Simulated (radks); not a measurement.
Ba LII, configuration [He] 2s2 2p1.

Calculated with a radial shooting solver on a logarithmic mesh with Libxc functionals: scalar-relativistic Kohn-Sham, r2SCAN, spin-polarised, spherical densities, finite nucleus; open shells are filled with parallel spins first (spin-orbit coupling, left out, can overturn this in heavy ions); meta-GGA in the generalised Kohn-Sham scheme; Fermi nuclear charge, rms radius 4.8378 fm.

Energy parts (hartree):
| part | energy |
|---|---|
| total | -4371.8488 |
| kinetic | 4743.5011 |
| electron-nucleus | -9250.4374 |
| Hartree | 190.6876 |
| exchange-correlation | -55.6002 |

Orbitals (lengths in bohr, moments of r in powers of bohr; r(90%) holds 90 % of the orbital's charge):
[
 {"orbital": "1s up", "occ.": "1", "eigenvalue (hartree)": "-1553.670", "r(90%)": "0.0459"},
 {"orbital": "1s down", "occ.": "1", "eigenvalue (hartree)": "-1552.851", "r(90%)": "0.0458"},
 {"orbital": "2s up", "occ.": "1", "eigenvalue (hartree)": "-371.2218", "r(90%)": "0.160"},
 {"orbital": "2s down", "occ.": "1", "eigenvalue (hartree)": "-369.8288", "r(90%)": "0.160"},
 {"orbital": "2p up", "occ.": "1", "eigenvalue (hartree)": "-353.3828", "r(90%)": "0.146"},
 {"orbital": "2p down", "occ.": "0", "eigenvalue (hartree)": "-351.6571", "r(90%)": "0.146"}
]

The highest occupied level is 2p up at -9616.0 eV. The density falls to 0.001 e/bohr^3 at r = 0.38 bohr. Summed over all electrons, <r^2> = 0.03726 bohr^2, which gives a Langevin (diamagnetic) susceptibility term of -0.0295 x 10^-6 cm^3/mol. Spin moment in Bohr magnetons: 1.
